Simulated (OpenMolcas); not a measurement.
A calculation on Ga II.

| Quantity | Value |
| --- | --- |
| Program | OpenMolcas |
| Method | SS-RASPT2, IPEA 0.25 Eh, imaginary shift 0.1 Eh (closed shells correlated: 3d) |
| Basis | ANO-RCC-VTZP [6s5p3d1f] |
| Scalar Hamiltonian | DKH2, point nucleus |
| Active space | 2 electrons in 9 orbitals (RAS2 4s 4p; RAS3 4d, at most 2 electrons) |
| State averaging | 2S+1 = 3 even, 3 roots; 2S+1 = 1 even, 7 roots; 2S+1 = 3 odd, 3 roots; 2S+1 = 1 odd, 3 roots |
| Spin-orbit coupling | RASSI with atomic mean-field integrals over the reference wave functions, term energies averaged over their components |

Q: Which level of the active space comes out lowest?

A: 4s² ¹S₀, with 100 % of that term; it is also the measured ground level.

Q: How high does 4s 4p ³P°₂ lie?

A: 46822 cm⁻¹ above the lowest level; measured 48750 cm⁻¹ above the ground level, so the calculation is off by -4 %.

Q: How high does 4s 4p ³P°₁ lie?

A: 46057 cm⁻¹ above the lowest level; measured 47814 cm⁻¹ above the ground level, so the calculation is off by -4 %.

Q: How high does 4s 4p ³P°₀ lie?

A: 45688 cm⁻¹ above the lowest level; measured 47368 cm⁻¹ above the ground level, so the calculation is off by -4 %.

Measured values: NIST Handbook of Basic Atomic Spectroscopic Data.

Active for correlation alone: 4d; no level in the range computed is led by a configuration that fills it, so any true level of that kind is missing. Measured partners are found by configuration, term and J. A level has none where our copy of the source lacks it or the pairing is in doubt (some pairs that miss far off the trend of their configuration count as doubtful), and it then counts in no deviation. Only configurations of the active space appear.

° marks odd parity.
